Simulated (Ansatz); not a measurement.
Abridged output of a molecular run in Ansatz:

```
Functional definition: HF
  name "HF"
  cite "Fock, Z. Phys. 61, 126 (1930) doi:10.1007/BF01340294"
  parent pbe
  exchange = exact_x
  correlation = 0
1656 factors; integrals over basis functions are off by at most 1.2e-3 eV
mean field evaluation 1: about -70588.0118 eV, gradient 2.9e1 eV
mean field evaluation 2: about -70588.0620 eV, gradient 2.9e1 eV
mean field evaluation 4: about -70591.4335 eV, gradient 3.8e0 eV
mean field evaluation 8: about -70591.4934 eV, gradient 9.6e-2 eV
mean field evaluation 16: about -70591.4390 eV, gradient 1.1e0 eV
mean field -70591.49353117 eV, -2594.1895386376 hartree, gradient 2.6e-6 eV, S^2 0.000000; 0 other end points of the search recorded, 0 dependent functions left out
22 core orbitals not correlated: weight in the atoms' cores, before any rotation towards them, 1.000 or more for the frozen orbitals, at most 0.000 for the correlated occupied ones
reference -70591.49353117 eV, -2594.1895386376 hartree; 21, 21 occupied and 122, 122 virtual orbitals, 1656 factors
second order -20.58598711 eV of doubles, -0.00000000 eV of singles
cycle   1  -21.70395694 eV  change    -1.1e0 eV  update   1.3e-1
cycle   2  -22.51335196 eV  change   -8.1e-1 eV  update   4.0e-2
cycle   3  -22.64717875 eV  change   -1.3e-1 eV  update   2.0e-2
cycle   4  -22.64144413 eV  change    5.7e-3 eV  update   5.3e-3
cycle   5  -22.63821182 eV  change    3.2e-3 eV  update   2.1e-3
cycle   6  -22.63734077 eV  change    8.7e-4 eV  update   7.5e-4
cycle   7  -22.63711608 eV  change    2.2e-4 eV  update   2.9e-4
cycle   8  -22.63718830 eV  change   -7.2e-5 eV  update   1.2e-4
cycle   9  -22.63721785 eV  change   -3.0e-5 eV  update   4.4e-5
perturbative correction -0.82575134 eV, -0.0303458021 hartree
Total energy: -70614.95650036 eV, -2595.0517868515 hartree
```

Its atoms:

```xyz
17

C     0.863   -1.227   -1.780
B     0.563    0.228   -1.435
B     0.103    1.616   -1.012
Si   -1.732    1.319   -0.246
Ga    0.598    0.968    1.028
Si    0.518   -1.289    1.880
H     0.064   -1.862   -1.380
H     0.886   -1.377   -2.864
H     1.804   -1.583   -1.353
H     0.449    2.740   -1.207
H    -2.444    0.065   -0.607
H    -1.560    1.150    1.281
H    -2.633    2.490   -0.380
H     0.989    2.196    1.918
H     0.286   -1.364    3.349
H    -0.558   -2.078    1.212
H     1.803   -1.992    1.595
```

Question: Which basis set was used?
A. def2-SVPD
B. cc-pV(T+d)Z
C. def2-TZVPPD
D. def2-SVP

Answer: D. It gives 165 functions.

Question: Write the keys of the input that set method, charge and spin (a neutral closed shell needs none for the last two).

Answer: 
```yaml
correlation: {method: ccsd_t}
```
